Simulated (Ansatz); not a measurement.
**What each rung costs, and what it gives**

The pair of CH5N (SMILES CN, atoms 1–7) and H2 (SMILES [H][H], atoms 8–9), both closed shells, in one local arrangement (a lower one may exist), relaxed at PBE0-D4/def2-TZVP:

```xyz
9
angstrom
C -0.5899 -0.3585 -0.6974
N 0.4669 0.5870 -0.3805
H -0.9266 -0.3513 -1.7438
H -1.4575 -0.1566 -0.0653
H -0.2528 -1.3703 -0.4613
H 0.1725 1.5347 -0.5774
H 1.2883 0.4105 -0.9441
H 0.6291 -0.2818 2.7850
H 0.6701 -0.0137 2.0849
```

Interaction energies are counterpoise-corrected; the time is that of the whole pair.

Computed with Ansatz 0.2.0 (basis: as named in each row); correlated methods freeze the cores. B3LYP uses VWN-RPA correlation. Extrapolation: Hartree–Fock as exp(−7.88 √X), correlation as X^−2.97.

Times are rough, for one single point on 2 threads of a shared host (Arm Neoverse V1).

The estimate by CCSD(T) at an estimated basis limit (MP2 extrapolated from triple and quadruple zeta, plus CCSD(T) − MP2 in triple zeta) is -0.037 eV.

```csv
method,basis,time (s),interaction energy (eV),method less estimate
HF,STO-3G,under 1,0.009,0.047
PBE-D4,STO-3G,under 1,-0.047,-0.010
SPW92,def2-SVP,under 1,-0.114,-0.077
B3LYP-D4,6-31G,under 1,-0.058,-0.020
PBE-D4,def2-SVP,under 1,-0.072,-0.034
PBE0-D4,def2-SVP,under 1,-0.063,-0.025
CCSD(T),def2-SVP,under 1,-0.015,0.023
PBE-D4,def2-TZVPPD,2,-0.058,-0.021
revPBE-D4,def2-TZVPPD,2,-0.045,-0.008
BLYP-D4,def2-TZVPPD,2,-0.038,-0.001
PBE0-D4,def2-TZVPPD,2,-0.051,-0.014
B3LYP-D4,def2-TZVPPD,2,-0.042,-0.004
HSE06-D4,def2-TZVPPD,2,-0.052,-0.014
wB97M-V,def2-SVP,2,-0.046,-0.009
r2SCAN-D4,def2-TZVPPD,3,-0.034,0.004
B2PLYP,def2-TZVPPD,4,-0.024,0.013
wB97X-V,def2-TZVPPD,6,-0.041,-0.003
wB97M-V,def2-TZVPPD,6,-0.039,-0.002
B97M-V,def2-TZVPPD,6,-0.048,-0.010
MP2,def2-QZVPPD,13,-0.035,0.003
CCSD(T),def2-TZVPPD,32,-0.032,0.005
```

The T1 diagnostic stays at or below 0.009.
